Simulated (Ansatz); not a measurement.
Mulliken charges of `[CH3][Zn][Br]` from PBE/def2-TZVPP in Ansatz (PBE0-D4/def2-TZVP geometry).

| atom | x (Å) | y (Å) | z (Å) | charge (e) |
| --- | --- | --- | --- | --- |
| C1 | -0.523 | 0.466 | -0.431 | -0.412 |
| Zn2 | 0.711 | -0.643 | 0.555 | 0.334 |
| Br3 | 2.148 | -1.935 | 1.703 | -0.272 |
| H4 | -1.419 | -0.102 | -0.687 | 0.117 |
| H5 | -0.059 | 0.820 | -1.353 | 0.117 |
| H6 | -0.816 | 1.330 | 0.168 | 0.117 |

Question: By hand: the dipole of these point charges (1 e Å = 4.8032 D).

Answer: Σ q r = (-0.400, 0.359, -0.319) e Å, of length 0.625 e Å = 3.00 D.

Question: How does the dipole of the full density compare? (Best estimate.)

Answer: The calculation gave: (-0.310, 0.278, -0.247) e Å, 2.33 D; the point charges give 1.29 times that, at 0° from its direction.

Point charges leave out the atoms' own dipoles, such as those of lone pairs, and Mulliken's split depends on the basis, so the two needn't agree.
